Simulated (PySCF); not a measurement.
Computed IR spectrum (relative IR intensity) of a molecule CH4F2OSi. The structure is a stationary point at r2SCAN-D4/def2-SVP. Other conformers were not sampled. Calculation: r2SCAN-D4/def2-SVP in PySCF. Frequencies are harmonic and unscaled.

Lines under 2 % of the strongest are left out, and lines within 2 cm⁻¹ are merged.

ν (cm⁻¹): 141 (w), 309 (w), 316 (w), 450 (m), 757 (vw), 824 (w), 831 (m), 939 (vs), 965 (vs), 1154 (s), 1212 (s), 1475 (w), 2370 (m), 3016 (m), 3108 (w), 3146 (w) (against the strongest line: vs over 80 %, s over 45 %, m over 15 %, w over 4 %, vw less)

Pick the molecule that these values belong to.
A. O[Si@@H](F)CF
B. O[SiH2]C(F)F
C. OC[SiH](F)F
D. CO[SiH](F)F

D, CO[SiH](F)F
